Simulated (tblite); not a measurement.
C4H14SSi2.
Atom-mapped SMILES: `[CH3:1][SiH2:2][S:3][CH2:4][CH2:5][CH2:6][SiH3:7]` (hydrogens: H8, H9, H10 on C1; H11, H12 on Si2; H13, H14 on C4; H15, H16 on C5; H17, H18 on C6; H19, H20, H21 on Si7)

Computed with GFN2-xTB (tblite), gas phase: L-BFGS steps from a force-field or distance-geometry start until the largest atomic force falls under 0.01 eV/Å.

Step 11: E = -610.1324 eV
```
atom  x, y, z in Å  |  force x, y, z in eV/Å
C1     -2.7260    1.0662   -0.4056   -0.009  -0.078   0.035
Si2    -2.5554   -0.8220   -0.4156    0.017  -0.035  -0.099
S3     -0.6000   -1.3476   -1.1559    0.048   0.048   0.090
C4      0.4434   -1.5014    0.3476   -0.063   0.048  -0.062
C5      0.6429   -0.2196    1.1446    0.043   0.032  -0.064
C6      1.3135    0.9129    0.3665    0.058  -0.055  -0.074
Si7     3.0516    0.5423   -0.3409    0.004  -0.031  -0.020
H8     -2.0455    1.5170    0.3111   -0.023   0.097   0.012
H9     -2.5017    1.4836   -1.3845    0.004  -0.018   0.021
H10    -3.7379    1.3546   -0.1434   -0.021   0.066   0.032
H11    -2.7243   -1.4174    0.9095    0.061   0.034  -0.001
H12    -3.4714   -1.4278   -1.3761    0.039   0.000   0.021
H13    -0.0036   -2.2759    0.9704   -0.021   0.001   0.017
H14     1.3879   -1.8655   -0.0518   -0.010  -0.028   0.101
H15    -0.3312    0.1278    1.5055   -0.024  -0.042   0.027
H16     1.2487   -0.4608    2.0245   -0.005  -0.057  -0.046
H17     1.3946    1.7781    1.0317   -0.074  -0.030  -0.057
H18     0.6540    1.2075   -0.4532    0.007  -0.035   0.014
H19     3.2846   -0.8818   -0.5947   -0.005   0.041  -0.002
H20     4.0707    0.9764    0.6213   -0.041   0.020   0.008
H21     3.1960    1.2705   -1.6025    0.014   0.022   0.046
```

Step 12: E = -610.1349 eV
```
atom  x, y, z in Å  |  force x, y, z in eV/Å
C1     -2.7256    1.0667   -0.4042   -0.019  -0.026   0.033
Si2    -2.5559   -0.8189   -0.4160    0.061  -0.089  -0.070
S3     -0.6007   -1.3479   -1.1541    0.047   0.056   0.063
C4      0.4419   -1.5002    0.3488   -0.075  -0.006  -0.068
C5      0.6438   -0.2183    1.1433   -0.008  -0.025  -0.030
C6      1.3145    0.9110    0.3626    0.007  -0.026  -0.020
Si7     3.0523    0.5420   -0.3414   -0.018  -0.019  -0.007
H8     -2.0472    1.5216    0.3117   -0.010   0.082   0.015
H9     -2.5022    1.4833   -1.3835    0.008  -0.011   0.010
H10    -3.7372    1.3557   -0.1424   -0.041   0.066   0.032
H11    -2.7189   -1.4185    0.9079    0.050   0.039   0.005
H12    -3.4658   -1.4309   -1.3760    0.012   0.000   0.003
H13    -0.0077   -2.2752    0.9712    0.001   0.031   0.008
H14     1.3861   -1.8661   -0.0500   -0.013  -0.030   0.102
H15    -0.3305    0.1269    1.5083    0.000  -0.025   0.002
H16     1.2474   -0.4649    2.0229    0.024  -0.031  -0.038
H17     1.3910    1.7757    1.0285   -0.047  -0.008  -0.054
H18     0.6523    1.2060   -0.4542    0.012  -0.044  -0.012
H19     3.2862   -0.8787   -0.5952    0.001  -0.017  -0.011
H20     4.0687    0.9766    0.6196   -0.009   0.032   0.044
H21     3.1987    1.2710   -1.5989    0.017   0.049  -0.006
```

Step 13: E = -610.1371 eV
```
atom  x, y, z in Å  |  force x, y, z in eV/Å
C1     -2.7258    1.0668   -0.4025   -0.026   0.026   0.028
Si2    -2.5552   -0.8179   -0.4174    0.076  -0.086  -0.017
S3     -0.6005   -1.3471   -1.1517    0.044   0.055  -0.003
C4      0.4393   -1.4993    0.3488   -0.051  -0.046  -0.032
C5      0.6444   -0.2177    1.1418   -0.045  -0.063   0.006
C6      1.3153    0.9089    0.3591   -0.042  -0.004   0.024
Si7     3.0526    0.5415   -0.3419   -0.019   0.001   0.004
H8     -2.0489    1.5270    0.3123   -0.008   0.053   0.009
H9     -2.5025    1.4829   -1.3823    0.005  -0.011   0.012
H10    -3.7372    1.3579   -0.1411   -0.038   0.050   0.025
H11    -2.7135   -1.4186    0.9067    0.041   0.040   0.007
H12    -3.4610   -1.4335   -1.3761   -0.014  -0.007  -0.020
H13    -0.0110   -2.2741    0.9720    0.005   0.045   0.005
H14     1.3843   -1.8672   -0.0465   -0.011  -0.034   0.088
H15    -0.3300    0.1257    1.5106    0.021  -0.009  -0.018
H16     1.2469   -0.4688    2.0206    0.044  -0.012  -0.034
H17     1.3870    1.7736    1.0247   -0.021   0.012  -0.045
H18     0.6511    1.2038   -0.4553    0.011  -0.049  -0.042
H19     3.2875   -0.8766   -0.5958    0.006  -0.061  -0.019
H20     4.0668    0.9774    0.6190    0.006   0.037   0.062
H21     3.2012    1.2723   -1.5960    0.018   0.065  -0.038
```

Step 14: E = -610.1393 eV
```
atom  x, y, z in Å  |  force x, y, z in eV/Å
C1     -2.7264    1.0673   -0.4001   -0.028   0.059   0.021
Si2    -2.5530   -0.8181   -0.4190    0.061  -0.040   0.035
S3     -0.5994   -1.3454   -1.1495    0.045   0.048  -0.089
C4      0.4357   -1.4991    0.3482   -0.006  -0.067   0.021
C5      0.6443   -0.2184    1.1402   -0.060  -0.074   0.036
C6      1.3152    0.9063    0.3558   -0.074   0.008   0.049
Si7     3.0526    0.5411   -0.3424   -0.006   0.018   0.008
H8     -2.0508    1.5338    0.3132   -0.012   0.015  -0.001
H9     -2.5027    1.4824   -1.3809   -0.003  -0.013   0.019
H10    -3.7380    1.3612   -0.1393   -0.022   0.024   0.014
H11    -2.7068   -1.4182    0.9055    0.033   0.035   0.013
H12    -3.4559   -1.4366   -1.3765   -0.032  -0.011  -0.037
H13    -0.0148   -2.2722    0.9731   -0.007   0.038   0.009
H14     1.3820   -1.8691   -0.0412   -0.004  -0.041   0.064
H15    -0.3292    0.1243    1.5129    0.026   0.005  -0.028
H16     1.2471   -0.4733    2.0176    0.056   0.002  -0.029
H17     1.3825    1.7718    1.0199   -0.001   0.030  -0.031
H18     0.6500    1.2005   -0.4574    0.006  -0.055  -0.067
H19     3.2892   -0.8754   -0.5969    0.007  -0.081  -0.023
H20     4.0650    0.9790    0.6196    0.007   0.033   0.067
H21     3.2044    1.2751   -1.5938    0.015   0.066  -0.049
```

**Question.** Estimate the geometry and energy of step 15. (The exact step hangs on the optimiser's Hessian estimate; all steps are aligned on step 14, rigid shifts and turns removed.)

**Answer.** E = -610.1418 eV, largest force 0.174 eV/Å
```
atom  x, y, z in Å  |  force x, y, z in eV/Å
C1     -2.7275    1.0688   -0.3969   -0.024   0.065   0.010
Si2    -2.5495   -0.8186   -0.4205    0.023   0.029   0.065
S3     -0.5972   -1.3425   -1.1487    0.049   0.036  -0.163
C4      0.4314   -1.4999    0.3477    0.041  -0.066   0.065
C5      0.6434   -0.2205    1.1390   -0.046  -0.055   0.051
C6      1.3135    0.9031    0.3525   -0.077   0.011   0.047
Si7     3.0524    0.5409   -0.3428    0.012   0.027   0.007
H8     -2.0533    1.5422    0.3144   -0.017  -0.024  -0.010
H9     -2.5031    1.4816   -1.3790   -0.013  -0.011   0.025
H10    -3.7394    1.3654   -0.1368   -0.004  -0.005   0.001
H11    -2.6982   -1.4172    0.9045    0.025   0.025   0.024
H12    -3.4502   -1.4405   -1.3777   -0.035  -0.004  -0.035
H13    -0.0198   -2.2695    0.9748   -0.034   0.008   0.018
H14     1.3794   -1.8722   -0.0339    0.010  -0.054   0.031
H15    -0.3278    0.1230    1.5152    0.012   0.015  -0.026
H16     1.2485   -0.4786    2.0136    0.062   0.015  -0.019
H17     1.3770    1.7704    1.0138    0.011   0.044  -0.013
H18     0.6486    1.1955   -0.4613    0.000  -0.063  -0.079
H19     3.2914   -0.8755   -0.5986    0.004  -0.071  -0.022
H20     4.0629    0.9815    0.6214   -0.006   0.022   0.059
H21     3.2086    1.2796   -1.5919    0.008   0.054  -0.038
```

The energy changes by -0.0025 eV. The first-order estimate −F·Δx gives -0.0034 eV and the mean of the old and new forces, exact on a quadratic surface, -0.0025 eV. The step makes an angle of 65° with the force vector and moves no atom by more than 0.009 Å.

The cost below is that of the whole relaxation. Hardware: one thread of an Arm Neoverse V2, no GPU, on a shared host. Cost: 1.1 s.
